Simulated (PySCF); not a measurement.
C6H5F, SMILES C(#CC)C(F)=C=C. Atoms are numbered in the order given.

```xyz
12

C     -2.7632     0.6888    -0.8233
C     -1.7195     0.3248    -0.1263
C     -0.6475    -0.0393     0.5525
F     -0.7542    -0.3742     1.8619
C      0.6664    -0.1157     0.0121
C      1.7889    -0.1813    -0.4489
C      3.1321    -0.2590    -1.0040
H     -3.3740    -0.0421    -1.3690
H     -3.0732     1.7398    -0.8889
H      3.5483    -1.2748    -0.9012
H      3.1276    -0.0040    -2.0764
H      3.8162     0.4396    -0.4946
```
Charge 0, spin multiplicity 1.

Coordinates come from a B3LYP-D3(BJ)/def2-SVP optimisation. This is a generated structure with no PubChem entry under its InChIKey; it may be hypothetical.

Computed with SMD-PBE0/6-31G* in PySCF.

Solvation free energies are E(SMD) − E(gas) at the gas-phase geometry, for 1 M in both phases. In vacuum the dipole moment is 2.25 D.

```
solvent          ΔG(solv) (kcal/mol)  its non-electrostatic (CDS) part  dipole (D)
---------------  -------------------  --------------------------------  ----------
water                              ?                                 ?           ?
methanol                        -3.7                               1.4        2.93
tetrahydrofuran                 -4.3                               0.0        2.82
```

What belongs in the gaps? (An estimate is asked for; the answer gives what the named calculation found.)


- water, ΔG(solv) (kcal/mol): 0.0
- water, its non-electrostatic (CDS) part: 5.3
- water, dipole (D): 2.95
